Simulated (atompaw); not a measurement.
Building the PAW (atompaw) potential for Tc (PBEsol, scalar-relativistic).

technetium, PAW, made with atompaw 4.2.0.5 (PBEsol, scalar-relativistic). Core [Ar] 3d10, reference 4s2 4p6 4d5 5s2 5p0. Waves: 4s (bound): rc 1.25 bohr; 5s (bound): rc 1.75 bohr; 4p (bound): rc 1.35 bohr; 5p (bound, empty): rc 1.80 bohr; 4d (bound): rc 1.45 bohr; 4d channel at 1.8 Ry: rc 1.45 bohr. Local part: troulliermartins scheme with l = 3 at 0 Ry, radius 1.40 bohr. Core correction: smooth core density matched at 1.75 bohr. Augmentation charge: besselshape compensation charge, radius 1.45 bohr; PAW radius 1.80 bohr; waves and projectors: custom polynom2 7 10 vanderbiltortho.

All-electron outer shells of the reference configuration (PBEsol, scalar-relativistic, ld1.x):

```csv
shell,level (eV),outermost node (bohr),outermost maximum (bohr)
3p,-415.70,0.16,0.36
3d,-249.88,–,0.31
4s,-73.32,0.50,0.95
4p,-45.30,0.51,1.03
4d,-6.67,0.50,1.27
5s,-5.08,1.28,2.72
5p,-1.38,1.45,3.63
```

Results:

- Cutoffs needed: 160 Ry and over 300 Ry (the cutoffs (Ry, on a coarse ladder) from which the occupation-weighted sum of valence levels, in a spherical-Bessel basis at the reference potential, stays within 10 and 1 mRy of its value at 400 Ry)
- Ghost test: no extra level below or beside the all-electron valence levels (s, p, d, f tested) (spherical-Bessel basis up to 400 Ry, 20 bohr box)
- Lowest eigenvalue of the overlap operator: 0.35 (s channel)
- Overlap eigenvalues printed by atompaw (projector basis): 0.0666, 0.522, 1.07, 53.4, 678, 1.12e+03
- Share of each valence orbital outside the PAW sphere: 4s 3 %, 5s 93 %, 4p 8 %, 5p 97 %, 4d 37 %

Generation and tests took about 7.1 s on one core of a shared server CPU.
